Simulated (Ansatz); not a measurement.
System: CH4GeO, charge 0, singlet. CH4GeO (SMILES [CH3][Ge][OH]).
B3LYP-D3(BJ)/def2-TZVP minimum from Ansatz (an electronic-structure program):
```
C
H 1 1.0904
H 1 1.0935 2 109.38
H 1 1.0935 2 109.38 3 117.45
Ge 1 1.9993 2 112.40 4 121.27
O 5 1.8120 1 93.56 2 -180.00
H 6 0.9634 5 112.04 1 -180.00
```

Atomisation energy term by term, kcal/mol (programs: Ansatz). UHF or UKS for unpaired electrons; spin-orbit terms are left out. Cores are frozen in correlated methods (noble-gas shells, and filled d and f shells in the p block). No relativity. CBS(X,Y): correlation extrapolated as X^-3, Hartree-Fock from the larger set. A bracket is a step between two methods taken in the basis named. Where a partner has so few electrons that a lower coupled-cluster level is exact, that level stands in.

| term | basis | kcal/mol |
|---|---|---|
| Hartree-Fock | cc-pVQZ | 413.20 |
| CCSD correlation | CBS(cc-pVTZ,cc-pVQZ) | 162.28 |
| (T) | CBS(cc-pVTZ,cc-pVQZ) | 10.53 |
| CCSDT(Q) - CCSD(T) | cc-pVDZ | 0.88 |
| sum: De |  | 586.9 |
